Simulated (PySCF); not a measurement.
Input of a run (PBE0-D3(BJ)/def2-SVP geometry optimisation, gas phase (PySCF 2.14.0)), started from GFN2-xTB:
```
{"job": {"xc": "PBE0", "basis": "def2-SVP", "d3": "d3bj", "grid": 1, "shake": 0.01, "kind": "geom"}, "charge": 0, "multiplicity": 1}
C      2.804860     0.152010    -0.395870
N      1.362430     0.394190    -0.258850
B      0.419640    -0.487310     0.303670
N     -0.893110    -0.174480     0.451680
C     -1.890120    -1.135670     0.944270
C     -1.560270     1.069980     0.078190
H      3.048640    -0.796720     0.015610
H      3.101790     0.200150    -1.458770
H      3.361070     0.948490     0.149750
H      1.083690     1.291680    -0.614890
H      0.815830    -1.532290     0.694260
H     -2.393410    -0.736130     1.849380
H     -2.678030    -1.338620     0.187180
H     -1.403910    -2.052880     1.228930
H     -2.202710     0.925330    -0.800780
H     -0.810930     1.837070    -0.135170
H     -2.181950     1.447040     0.897680
```

Output (energies in Eh, forces in Eh/bohr):
```
step   0  E = -254.86262895  max force = 0.082555
step   1  E = -254.86931105  max force = 0.016625
step   2  E = -254.86985112  max force = 0.004581
step   3  E = -254.87018968  max force = 0.006533
step   4  E = -254.87026179  max force = 0.005182
step   5  E = -254.87044659  max force = 0.001648
step   6  E = -254.87048889  max force = 0.001081
step   7  E = -254.87051609  max force = 0.001478
step   8  E = -254.87053942  max force = 0.000579
step   9  E = -254.87055769  max force = 0.000416
step  10  E = -254.87057207  max force = 0.000372
optimisation converged
```

**Question.** Summarise the run.

**Answer.** The energy falls by 5.0 kcal/mol over 11 energy and gradient evaluations, the largest force component goes from 0.0826 to 3.7e-04 Eh/bohr, and the atoms move by 0.042 Å rms after alignment. The bond that changes most is B3–N4 (three-coordinate boron to boron-bound nitrogen), which lengthens by 0.063 Å. Bonds longer at the end by more than 0.005 Å: 8 of 16; shorter: 4. Among the angles that change most is C5–N4–C6, from 109.5° to 113.7°. The energy never rose by more than 1e-6 Eh on the way. The first step brought 84 % of the lowering.

**Question.** What are the final bond lengths?

**Answer.** C1–N2 1.437 Å, N2–B3 1.412 Å, B3–N4 1.421 Å, N4–C5 1.438 Å, N4–C6 1.436 Å, C1–H7 1.099 Å, C1–H8 1.106 Å, C1–H9 1.105 Å, N2–H10 1.012 Å, B3–H11 1.213 Å, C5–H12 1.107 Å, C5–H13 1.108 Å, C5–H14 1.098 Å, C6–H15 1.108 Å, C6–H16 1.099 Å, C6–H17 1.106 Å. Numbering counts from 1 in the input's order; the species is `CNBN(C)C`.

The run used 139 basis functions and 70 SCF cycles in all. The run took 80 s of wall time on one thread, Arm Neoverse V1 (aarch64), shared host, and the process peaked at 0.60 GiB of memory.

PBE0-D3(BJ)/def2-SVP frequencies: not computed here. One conformer, not necessarily the lowest.

The values belong to the conformer `[CH3:1][NH:2][BH:3][N:4]([CH3:5])[CH3:6]`: C1–N2–B3–N4 178°, N2–B3–N4–C5 176°.
